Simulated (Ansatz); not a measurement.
Consider the silylene formation by 1,1-elimination: `NC(F)([SiH3])S` → `NC(F)S` + `[SiH2]`.

Gas-phase electronic energies from Ansatz, PBE0-D4/def2-TZVP geometries. CBS: MP2 limit from def2 TZ/QZ plus the TZ coupled-cluster correction, frozen cores. This one scheme is used for every species. DFT in def2-TZVPP. One conformer a species, not always the lowest.

| species | r2SCAN energy (Eh) |
| --- | --- |
| `NC(F)([SiH3])S` | -883.93817 |
| `NC(F)S` | -593.26833 |
| `[SiH2]` | -290.57857 |

Problem. Work out ΔE.

Solution. ΔE = (-593.26833) + (-290.57857) − (-883.93817) = 0.09127 Eh = +2.48 eV. CCSD(T)/CBS gives +2.32 eV.

Largest T1 diagnostic among the species: 0.014.

In def2-TZVPP, CCSD(T) changes the Hartree–Fock value by +0.26 eV (the triples alone add +0.07 eV) and MP2 by +0.48 eV. At CCSD(T), def2-SVP lies −0.11 eV from the extrapolated value and def2-TZVPP −0.09 eV. From BLYP to BHLYP (50 % exact exchange), in def2-TZVPP and without D4, ΔE moves by +0.20 eV.
